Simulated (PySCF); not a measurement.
Two species compared at the same levels of theory.

First species: C₅H₉N.
InChI=1S/C5H9N/c1-5(2,3)6-4/h1-3H3

Second species: C4H13NSi2.
SMILES: `CC1(N([SiH3])[SiH3])CC1`

Levels: PBE0/pcSseg-1 for dipole moment, HOMO energy, LUMO energy and HOMO–LUMO gap; GFN2-xTB for rotational constant A and rotational constant C. Geometries: GFN2-xTB. Each species is one conformer at its optimised geometry, gas phase, non-relativistic unless stated; the electronic structure was computed with PySCF and density fitting.

Dipoles, sizes and rotational constants follow the conformer. The torsions of the flexible species, by atom-mapped SMILES:
- `[CH3:1][C:2]1([N:3]([SiH3:4])[SiH3:5])[CH2:6][CH2:7]1`: C1–C2–N3–Si4 80°

Values for the first species:

* Dipole moment: 3.92 D
* HOMO energy: -8.41 eV
* LUMO energy: 1.10 eV
* HOMO–LUMO gap: 9.51 eV
* Rotational constant A: 4.542 GHz
* Rotational constant C: 2.987 GHz

Problem. Estimate the same properties for the second species, and the change in each.

Solution. 
| property | first | second | second less first |
| --- | --- | --- | --- |
| dipole moment | 3.92 D | 0.88 D | -3.04 D |
| HOMO energy | -8.41 eV | -6.90 eV | +1.51 eV |
| LUMO energy | 1.10 eV | 0.45 eV | -0.65 eV |
| HOMO–LUMO gap | 9.51 eV | 7.35 eV | -2.16 eV |
| rotational constant A | 4.542 GHz | 2.080 GHz | -2.462 GHz |
| rotational constant C | 2.987 GHz | 1.175 GHz | -1.812 GHz |

On the first: The dipole equals about 13.1 × 10⁻³⁰ C·m (1 D = 3.33564 × 10⁻³⁰ C·m). A dipole of 3.92 D is allowed in C3v, and pure rotational transitions are dipole-allowed.

On the second: In atomic units the dipole is 0.35 e·bohr (1 au = 2.5417 D).
